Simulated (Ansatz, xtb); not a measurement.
## A geometry optimisation of CH4F2NSi with r2SCAN-D4/def2-SVP

The starting geometry of this gas-phase doublet was built from a drawn formula by distance geometry and a force field; its bonds are those of `F[C](F)[NH2+][SiH2-]`.

```xyz
9

C    -0.3220   -0.6570   -0.1862
F     1.0056   -0.7973    0.0035
F    -1.0363    0.1144    0.6586
N    -0.9733   -1.5178   -1.0939
Si   -0.9810   -0.6793   -2.6413
H    -1.9600   -1.6277   -0.8240
H    -0.5304   -2.3912   -1.1671
H    -1.5653   -1.7505   -3.5137
H    -1.9752    0.3526   -2.5251
```

Q: Predict what it relaxes into with r2SCAN-D4/def2-SVP.

A: It rearranges to `NC(F)(F)[SiH2]`. Contacts that open: N4–Si5 (1.76 → 2.80 Å). Contacts that close: C1–Si5 (2.54 → 1.94 Å).

The energy falls by 3.56 eV over 19 steps:

```json
{"step": "1", "E − E(last) (eV)": "3.557"}
{"step": "3", "E − E(last) (eV)": "1.939"}
{"step": "5", "E − E(last) (eV)": "1.500"}
{"step": "7", "E − E(last) (eV)": "1.126"}
{"step": "9", "E − E(last) (eV)": "0.433"}
{"step": "11", "E − E(last) (eV)": "0.137"}
{"step": "13", "E − E(last) (eV)": "0.082"}
{"step": "15", "E − E(last) (eV)": "0.013"}
{"step": "17", "E − E(last) (eV)": "0.000"}
{"step": "19", "E − E(last) (eV)": "0.000"}
```

Final geometry (Å):

```tsv
atom	x (Å)	y (Å)	z (Å)
C	-0.6358	-0.7301	-0.7813
F	0.7198	-0.9435	-0.5183
F	-1.0125	0.2477	0.0979
N	-1.4173	-1.8658	-0.5150
Si	-0.8139	-0.0910	-2.5998
H	-1.3574	-2.1225	0.4738
H	-1.1350	-2.6580	-1.0885
H	-0.4896	-1.2154	-3.5321
H	-2.1962	0.4248	-2.8260
```

From the same start GFN2-xTB reaches the same bonding as this run.

No frequencies were run, so the end isn't proven a minimum. Open shells are spin-unrestricted. Run with Ansatz 0.2.0, 59 s on 2 threads of Intel(R) Xeon(R) 6975P-C (Granite Rapids), with other jobs on the host.
